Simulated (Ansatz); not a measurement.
`C/N=C(\C)BO` and `C/N=C(\C)N` differ in one atom or group.

Ansatz, PBE0-D4/def2-TZVP geometries, multiplicity 1. Each molecule was computed in one conformer, which needn't be the lowest.

```csv
property,`C/N=C(\C)BO`
size of the dipole moment (PBE/def2-TZVPP) / D,1.47
HOMO–LUMO gap (ωB97M-V/def2-TZVPP) / eV,10.04
LUMO energy (ωB97M-V/def2-TZVPP) / eV,0.87
HOMO–LUMO gap (PBE0/def2-TZVPP) / eV,5.55
LUMO energy (PBE/def2-TZVPP) / eV,-2.24
HOMO energy (ωB97M-V/def2-TZVPP) / eV,-9.16
```

Task: What does the change do to each property? (Best estimate.)

Result: The calculation gave: 
```json
{"property": "size of the dipole moment (PBE/def2-TZVPP) / D", "`C/N=C(\\C)N`": "2.38", "shift": "0.91"}
{"property": "HOMO–LUMO gap (ωB97M-V/def2-TZVPP) / eV", "`C/N=C(\\C)N`": "11.12", "shift": "1.08"}
{"property": "LUMO energy (ωB97M-V/def2-TZVPP) / eV", "`C/N=C(\\C)N`": "2.41", "shift": "1.54"}
{"property": "HOMO–LUMO gap (PBE0/def2-TZVPP) / eV", "`C/N=C(\\C)N`": "7.39", "shift": "1.84"}
{"property": "LUMO energy (PBE/def2-TZVPP) / eV", "`C/N=C(\\C)N`": "-0.08", "shift": "2.16"}
{"property": "HOMO energy (ωB97M-V/def2-TZVPP) / eV", "`C/N=C(\\C)N`": "-8.71", "shift": "0.45"}
```

With PBE0 the HOMO rises by 0.34 eV and the LUMO rises by 2.19 eV, so the gap widens by about 1.85 eV. PBE moves the HOMO by 0.10 eV and ωB97M-V by 0.45 eV. Dipoles are sizes alone; their direction can turn.
